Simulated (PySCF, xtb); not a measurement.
Si(H)2(PH2)2 (H6P2Si), SMILES P[SiH2]P. One conformer was computed; it need not be the lowest.

Harmonic wavenumbers (cm⁻¹) from GFN2-xTB in xtb at its own minimum, in rising order: 60, 90, 117, 360, 415, 494, 517, 578, 694, 709, 710, 727, 750, 1136, 1139, 2223, 2236, 2274, 2294, 2360, 2371.

Problem. What does PySCF 2.14.0 with PBE0-D3(BJ)/def2-SVP give at its own minimum? (An estimate is asked for; the answer gives what the named calculation found.)

Solution. 124, 138, 164, 357, 402, 490, 561, 573, 685, 772, 823, 832, 899, 1084, 1088, 2223, 2232, 2399, 2401, 2414, 2416. Paired by order, the mean absolute difference is 53 cm⁻¹ and the zero-point energies are 31.8 and 33.0 kcal/mol.
